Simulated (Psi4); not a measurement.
Pair of molecules: CH4 (SMILES C) (first 5 atoms) with H4OSi (SMILES O[SiH3]); geometry from B3LYP-D3(BJ)/def2-TZVP, rigid monomers moved along the line of their centres of mass till H2···Si7 is 4.48 Å.
(charge 0, multiplicity 1):
```json
[
 {"atom": "C", "x (Å)": "0.0210", "y (Å)": "-0.1589", "z (Å)": "0.0474"},
 {"atom": "H", "x (Å)": "-0.1249", "y (Å)": "0.6492", "z (Å)": "0.7624"},
 {"atom": "H", "x (Å)": "-0.3676", "y (Å)": "-1.0875", "z (Å)": "0.4642"},
 {"atom": "H", "x (Å)": "-0.5072", "y (Å)": "0.0706", "z (Å)": "-0.8773"},
 {"atom": "H", "x (Å)": "1.0841", "y (Å)": "-0.2744", "z (Å)": "-0.1611"},
 {"atom": "O", "x (Å)": "-0.0457", "y (Å)": "1.4430", "z (Å)": "4.6978"},
 {"atom": "Si", "x (Å)": "-0.1310", "y (Å)": "-0.1380", "z (Å)": "5.1769"},
 {"atom": "H", "x (Å)": "0.7279", "y (Å)": "1.9546", "z (Å)": "4.9456"},
 {"atom": "H", "x (Å)": "0.9877", "y (Å)": "-0.9396", "z (Å)": "4.6237"},
 {"atom": "H", "x (Å)": "-1.4172", "y (Å)": "-0.6458", "z (Å)": "4.6631"},
 {"atom": "H", "x (Å)": "-0.0945", "y (Å)": "-0.2568", "z (Å)": "6.6559"}
]
```

Calculation: Psi4 with SAPT0/jun-cc-pV(D+d)Z.

Question: Give the four SAPT terms and the total, and say what mostly holds the pair together.

Answer: electrostatics -2.2, exchange 0.8, induction -0.3, dispersion -6.5, total -8.2 meV; the largest attraction is dispersion.
